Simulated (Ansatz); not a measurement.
C2H7NSi, SMILES `C/C=N\[SiH3]`, charge 0, multiplicity 1.

Q: Give a relaxed structure at PBE0-D4/def2-TZVP (Ansatz 0.2.0). (Best estimate.)

A: Computed: 
```xyz
11

C     0.8791   -1.0918   -0.7524
C    -0.0243   -1.0799    0.4388
N    -0.6678   -0.1154    0.9276
Si   -0.8016    1.5490    0.4775
H     1.8764   -1.4294   -0.4531
H     0.5128   -1.8193   -1.4838
H     0.9569   -0.1133   -1.2254
H    -0.1200   -2.0590    0.9341
H    -0.0229    1.9920   -0.7198
H    -0.3505    2.3522    1.6414
H    -2.2381    1.8149    0.2151
```
Point group Cs.
This is one stationary point; other conformers may exist.
